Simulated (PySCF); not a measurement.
C₇H₁₃FO₂.
Numbering: `[CH3:1][CH2:2][CH2:3][C@@H:4]1[O:5][CH2:6][CH2:7][O:8][C@@H:9]1[F:10]` (hydrogens: H11, H12, H13 on C1; H14, H15 on C2; H16, H17 on C3; H18 on C4; H19, H20 on C6; H21, H22 on C7; H23 on C9)

The same species was optimised twice, with GFN2-xTB and with PBE0-D3(BJ)/def2-SVP (PySCF), and the same property calculations (PySCF, gas phase) were run on both structures.

| coordinate | GFN2-xTB | PBE0-D3(BJ)/def2-SVP | change |
| --- | --- | --- | --- |
| C6–C7 (Å) | 1.526 | 1.511 | -0.015 |
| C4–C9 (Å) | 1.540 | 1.527 | -0.013 |
| C3–C4 (Å) | 1.525 | 1.513 | -0.012 |
| C7–O8 (Å) | 1.427 | 1.418 | -0.009 |
| C9–F10 (Å) | 1.385 | 1.378 | -0.007 |
| O5–C6 (Å) | 1.410 | 1.404 | -0.006 |
| C4–O5 (Å) | 1.413 | 1.408 | -0.005 |
| C2–C3 (Å) | 1.526 | 1.522 | -0.004 |
| C1–C2 (Å) | 1.523 | 1.520 | -0.003 |
| O8–C9 (Å) | 1.376 | 1.375 | -0.001 |
| C2–C3–C4 (°) | 111.5 | 113.2 | +1.7 |
| C1–C2–C3 (°) | 111.6 | 112.9 | +1.3 |
| C3–C4–C9 (°) | 111.8 | 113.1 | +1.3 |
| C7–O8–C9 (°) | 112.3 | 113.4 | +1.1 |
| C4–C9–O8 (°) | 113.3 | 112.4 | -0.9 |
| C4–O5–C6 (°) | 111.4 | 112.0 | +0.6 |
| C6–C7–O8 (°) | 109.9 | 110.1 | +0.2 |
| O8–C9–F10 (°) | 109.5 | 109.7 | +0.2 |
| C1–C2–C3–C4 (°) | 180 | 177 | -3 |
| C2–C3–C4–O5 (°) | -64 | -59 | +5 |

Rotational constants: A = 2598, B = 784.5, C = 664.4 MHz (GFN2-xTB) against A = 2604, B = 789.1, C = 668.4 MHz (PBE0-D3(BJ)/def2-SVP). Point groups within 0.08 Å: C1 and C1.

On the GFN2-xTB structure: HOMO (eV) -7.27 [PBE0/pcSseg-1]; LUMO (eV) 1.42 [PBE0/pcSseg-1]; dipole (D) 1.75 [PBE0/pcSseg-1]; GIAO shielding of C1 (ppm) 170.1 [PBE0/pcSseg-1]; GIAO shielding of C2 (ppm) 162.7 [PBE0/pcSseg-1]; GIAO shielding of C3 (ppm) 149.2 [PBE0/pcSseg-1]; GIAO shielding of C4 (ppm) 104.9 [PBE0/pcSseg-1]; GIAO shielding of O5 (ppm) 290.3 [PBE0/pcSseg-1]; GIAO shielding of C6 (ppm) 116.6 [PBE0/pcSseg-1]; GIAO shielding of C7 (ppm) 123.0 [PBE0/pcSseg-1]; GIAO shielding of O8 (ppm) 249.7 [PBE0/pcSseg-1].

Question: What do these properties become on the PBE0-D3(BJ)/def2-SVP structure?

Answer: 
```
                                    property          level  on GFN2-xTB  on PBE0-D3(BJ)/def2-SVP  change
                                   HOMO (eV)  PBE0/pcSseg-1        -7.27                    -7.29   -0.02
                                   LUMO (eV)  PBE0/pcSseg-1         1.42                     1.39   -0.03
                                  dipole (D)  PBE0/pcSseg-1         1.75                     1.73   -0.02
energy, GFN2-xTB geometry as zero (kcal/mol)  PBE0/pcSseg-1          0.0                     -0.5    -0.5
                  GIAO shielding of C1 (ppm)  PBE0/pcSseg-1        170.1                    168.2    -1.9
                  GIAO shielding of C2 (ppm)  PBE0/pcSseg-1        162.7                    162.8    +0.1
                  GIAO shielding of C3 (ppm)  PBE0/pcSseg-1        149.2                    149.5    +0.3
                  GIAO shielding of C4 (ppm)  PBE0/pcSseg-1        104.9                    106.6    +1.7
                  GIAO shielding of O5 (ppm)  PBE0/pcSseg-1        290.3                    291.8    +1.5
                  GIAO shielding of C6 (ppm)  PBE0/pcSseg-1        116.6                    116.8    +0.2
                  GIAO shielding of C7 (ppm)  PBE0/pcSseg-1        123.0                    123.5    +0.5
                  GIAO shielding of O8 (ppm)  PBE0/pcSseg-1        249.7                    252.8    +3.1
```

The heavy atoms differ by 0.038 Å rms after alignment. Among bonds between heavy atoms C6–C7 changes most (-0.015 Å). Changes are differences of the printed values. Neither structure is proved a minimum here.
